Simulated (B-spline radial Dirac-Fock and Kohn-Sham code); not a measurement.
# Tb⁺: eigenvalues, ΔSCF and the reference

System: terbium as Tb⁺, configuration [Xe] 4f9 6s1.

The density-functional columns are spherical, spin-unpolarised Dirac-Kohn-Sham results without Breit or QED terms: −ε is minus the orbital energy of the initial state and ΔSCF the difference of two total energies. The reference in the last column comes from Dirac-Fock ΔSCF + Breit + QED. All numbers are from a radial atomic solver, in eV; a selection of levels is shown. For the 1s level of heavy atoms much of the gap between ΔSCF and the reference is the Breit and QED part, -227.0 eV here; for other levels the error of the functional can be larger.

```
     level   LDA −ε  LDA ΔSCF   PBE −ε  PBE ΔSCF  Dirac-Fock
    K (1s)  51753.7   52218.6  51801.9   52268.2     52003.5
   L1 (2s)   8581.5    8664.1   8588.2    8670.5      8722.7
L2 (2p1/2)   8159.3    8265.0   8162.2    8267.7      8261.6
L3 (2p3/2)   7413.6    7507.9   7415.6    7509.7      7523.6
   M1 (3s)   1907.7    1930.8   1909.7    1932.6      1976.1
M2 (3p1/2)   1723.5    1748.2   1724.3    1748.9      1776.8
M3 (3p3/2)   1569.7    1592.5   1570.2    1592.9      1622.0
M4 (3d3/2)   1250.9    1278.2   1250.8    1278.1      1283.0
M5 (3d5/2)   1217.2    1243.9   1217.1    1243.8      1250.0
   N1 (4s)    382.4     392.2    383.3     393.1       414.4
N2 (4p1/2)    310.2     320.0    310.6     320.3       335.2
N3 (4p3/2)    275.8     285.2    276.3     285.7       301.0
N4 (4d3/2)    156.7     165.8    156.7     165.9       169.8
N5 (4d5/2)    150.4     159.5    150.5     159.6       163.7
 N6,7 (4f)     9.66     17.45     9.36     17.13       12.62
O2 (5p1/2)    34.56     40.66    34.32     40.39       38.69
O3 (5p3/2)    30.13     35.98    29.94     35.77       34.31
   P1 (6s)     9.00     11.72     8.74     11.52       10.64
```

Question: Order the estimates of the K (1s) level by their distance from the Dirac-Fock value, nearest first.
A. PBE −ε
B. LDA −ε
C. PBE ΔSCF
D. LDA ΔSCF

Answer: A (201.6 eV), D (215.1 eV), B (249.8 eV), C (264.8 eV).

An eigenvalue near the reference for a deep level is a cancellation of errors: it lacks relaxation, carries self-interaction and omits Breit and QED terms.

For the outermost level NIST gives 11.513 ± 0.02 eV (semi-empirical); the differences from it are LDA −ε -2.51, LDA ΔSCF +0.21, PBE −ε -2.78, PBE ΔSCF +0.01, Dirac-Fock -0.88 eV.

Values without a named source are computed, but for edge energies of neutral atoms, which are taken from tables.
